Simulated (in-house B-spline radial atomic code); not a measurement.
## Ionising Cu3+ with different functionals

Computed with an all-electron radial atomic-structure program (B-spline basis): scalar-relativistic (spin-free X2C) Hamiltonian, Fermi nucleus of rms radius 3.8823 fm, spin-polarised at highest spin, spherical fractional occupations for the functionals, and exact exchange of hybrids averaged over the configuration. The ionisation energy is the difference of two self-consistent energies, [Ar] 3d8 → [Ar] 3d7, without Breit or QED terms; ε is the level of the shell that loses the electron (its least bound occupied spin orbital).

| method | rung | ΔSCF (eV) | -ε(3d) (eV) |
| --- | --- | --- | --- |
| PBE0 | global hybrid | 57.61 | 50.65 |
| B3LYP | global hybrid | 57.88 | 50.24 |
| TPSSh | global hybrid | 57.65 | 48.66 |
| BHandHLYP | global hybrid | 57.20 | 53.67 |
| r2SCAN0 | global hybrid | 57.39 | 50.53 |
| B97-1 | global hybrid | 57.68 | 50.16 |
| HSE06 | range-separated hybrid | 57.59 | 50.22 |
| wB97X | range-separated hybrid | 57.46 | 52.94 |
| CAM-B3LYP | range-separated hybrid | ? | ? |
| LC-wPBE | range-separated hybrid | ? | ? |

Task: What does LC-wPBE give?

Result: ΔSCF 57.95 eV, and -ε(3d) = 53.15 eV.

Task: What does CAM-B3LYP give?

Result: ΔSCF 57.85 eV, and -ε(3d) = 52.26 eV.

Task: Among the functionals, which spreads more, the ΔSCF values or the orbital energies?

Result: The orbital energies: ΔSCF values span about 0.75 eV and the orbital energies 5.01 eV; here energy differences depend much less on the functional than eigenvalues do.

Task: How do they compare with the NIST value?

Result: NIST lists 57.38 eV ± 0.05 (semi-empirical, ground level to ground level). Errors run from -0.18 to +0.57 eV; r2SCAN0 is closest (+0.01 eV), but part of that can be cancellation, since the calculations leave out spin-orbit coupling, Breit-QED terms, multiplet and fine-structure energies.
